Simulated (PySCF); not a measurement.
# ZrS₂ at several levels of theory

All levels use the PBE0 minimum (singlet; Zr–S 2.207 Å (×2); S–Zr–S 110.0°), basis [Zr def2-TZVP with ECP28, S def2-TZVP], scalar-relativistic core potentials, density fitting, no spin–orbit coupling, PySCF. For vertical energies the ionised species is a doublet (spins chosen at PBE0 and kept). Atomisation goes to high-spin ground-configuration atoms, without zero-point energy. Open shells are unrestricted, also as the reference of the correlated levels. A dash marks a value that was not computed or is not defined at that level.

```json
{"level": "PBE0", "atomisation (kJ/mol)": "1050", "vertical IP (eV)": "8.25", "−ε(HOMO) (eV)": "6.36", "gap (eV)": "3.05", "dipole (D)": "7.14"}
{"level": "HF", "atomisation (kJ/mol)": "558", "vertical IP (eV)": "7.20", "−ε(HOMO) (eV)": "8.65", "gap (eV)": "7.36", "dipole (D)": "8.44"}
{"level": "MP2", "atomisation (kJ/mol)": "1087", "vertical IP (eV)": "9.05", "−ε(HOMO) (eV)": "–", "gap (eV)": "–", "dipole (D)": "–"}
{"level": "PBE", "atomisation (kJ/mol)": "1125", "vertical IP (eV)": "8.14", "−ε(HOMO) (eV)": "5.32", "gap (eV)": "1.28", "dipole (D)": "6.58"}
{"level": "r2SCAN", "atomisation (kJ/mol)": "1097", "vertical IP (eV)": "8.20", "−ε(HOMO) (eV)": "5.52", "gap (eV)": "1.80", "dipole (D)": "7.11"}
{"level": "B3LYP", "atomisation (kJ/mol)": "?", "vertical IP (eV)": "?", "−ε(HOMO) (eV)": "?", "gap (eV)": "?", "dipole (D)": "?"}
{"level": "TPSSh", "atomisation (kJ/mol)": "?", "vertical IP (eV)": "?", "−ε(HOMO) (eV)": "?", "gap (eV)": "?", "dipole (D)": "?"}
```

(1) Fill in the row of B3LYP.

(2) Fill in the row of TPSSh.

## Answers

(1) atomisation (kJ/mol) 1008, vertical IP (eV) 8.24, −ε(HOMO) (eV) 6.13, gap (eV) 2.50, dipole (D) 6.95.

(2) atomisation (kJ/mol) 1068, vertical IP (eV) 8.17, −ε(HOMO) (eV) 5.78, gap (eV) 2.23, dipole (D) 7.09.

Spin contamination in at least one species weakens the values at: HF, MP2.
